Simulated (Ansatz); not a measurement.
Which isomer of CHBrFSn− gives these data?

These gas-phase data were calculated for one isomer of CHBrFSn− at PBE0-D3(BJ)/def2-SVPD (harmonic, unscaled wavenumbers; equilibrium rotational constants with average atomic masses):

- rotational constants: 4.114, 0.986, 0.7954 GHz
- all wavenumbers above 1500 cm⁻¹: 3116

Candidates:

(1) `F/[CH]=[Sn-]/[Br]`, a singlet
(2) `[F]/[Sn-]=[CH]\Br`, a singlet
(3) `F/[CH]=[Sn-]\[Br]`, a singlet
(4) `[F]/[Sn-]=[CH]/Br`, a singlet

Which candidate do the data belong to? Where the bands don't settle it, estimate the moments of inertia from typical bond lengths.

Candidate (1). The rotational constants decide: (2) would give 6.212, 0.7718, 0.6866 GHz; (3) would give 2.732, 1.255, 0.8597 GHz; (4) would give 9.23, 0.7107, 0.6599 GHz.

The same quantities for all candidates:

```
     rotational constants (GHz)  wavenumbers above 1500 cm⁻¹  E above the lowest, PBE0-D3(BJ)/def2-SVPD (kcal/mol)
(1)        4.114, 0.986, 0.7954                         3116                                                   0.0
(2)       6.212, 0.7718, 0.6866                         3125                                                   4.5
(3)        2.732, 1.255, 0.8597                         3051                                                   0.4
(4)        9.23, 0.7107, 0.6599                         3157                                                   4.0
```

Harmonic stretches to hydrogen usually lie a few per cent above observed fundamentals. Atoms past krypton carry core potentials. Programs: Ansatz 0.2.0.
